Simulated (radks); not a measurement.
Results of a calculation; reference values are marked as such.
Q: Fe4+, 22 electrons, occupied as [Ar] 3d4 (the NIST ground configuration). Level of theory: Dirac Kohn-Sham, PBEsol, spin-unpolarised, spherical densities, finite nucleus; open shells fill j = l - 1/2 first; Fermi nuclear charge, rms radius 3.7377 fm (a radial shooting solver on a logarithmic mesh with Libxc functionals). Some entries of the table are withheld. Estimate them.

| orbital | occ. | eigenvalue (hartree) | r(max) (bohr) |
|---|---|---|---|
| 1s1/2 | 2 | -259.1083 | 0.03829 |
| 2s1/2 | 2 | -32.34478 | (1) |
| 2p1/2 | 2 | (2) | (3) |
| 2p3/2 | 4 | (4) | (5) |
| 3s1/2 | 2 | (6) | 0.6962 |
| 3p1/2 | 2 | -4.36582 | (7) |
| 3p3/2 | 4 | -4.30552 | (8) |
| 3d3/2 | 4 | (9) | 0.6748 |
| 3d5/2 | 0 | (10) | 0.6768 |

A: 
(1) 2s1/2 r(max) (bohr): 0.2226
(2) 2p1/2 eigenvalue (hartree): -28.20763
(3) 2p1/2 r(max) (bohr): 0.1782
(4) 2p3/2 eigenvalue (hartree): -27.74991
(5) 2p3/2 r(max) (bohr): 0.1807
(6) 3s1/2 eigenvalue (hartree): -5.58840
(7) 3p1/2 r(max) (bohr): 0.7007
(8) 3p3/2 r(max) (bohr): 0.7075
(9) 3d3/2 eigenvalue (hartree): -2.32984
(10) 3d5/2 eigenvalue (hartree): -2.32251
